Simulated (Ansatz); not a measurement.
Reaction (formal hydrolysis of the Si–N bond): `CN([Si](N)(O)O)[Si](N)(F)F` + H₂O → `N[Si](O)(O)O` + `CN[Si](N)(F)F`

Computed with Ansatz on PBE0-D4/def2-TZVP structures; ΔE is electronic, products minus reactants. CBS: MP2 limit from def2 TZ/QZ plus the TZ coupled-cluster correction, frozen cores. This one scheme is used for every species. DFT in def2-TZVPP. B3LYP here is the variant with VWN-RPA as its local correlation; programs differ in this. Each species was taken in one conformer, which may not be the lowest.

```tsv
level	ΔE (kJ/mol)
PBE0-D4	-46.6
B2PLYP	-60.8
B3LYP	-69.3
SCS-MP2/def2-TZVPP	-52.2
```

(1) What does CCSD(T)/CBS give? (Estimate.)

Largest T1 diagnostic among the species: 0.011.

Answers

(1) Computed: -47.5 kJ/mol. The listed levels differ from it by 0.9, -13.3, -21.8, -4.7 kJ/mol.

The D4 term adds +20.7 kJ/mol with B3LYP and +12.3 kJ/mol with PBE0; it sums over pairs of atoms, weighted by their polarisabilities, and B3LYP, whose exchange is more repulsive, gets the larger term. In def2-TZVPP, CCSD(T) changes the Hartree–Fock value by +31.3 kJ/mol (the triples alone add +5.3 kJ/mol) and MP2 by +32.6 kJ/mol.
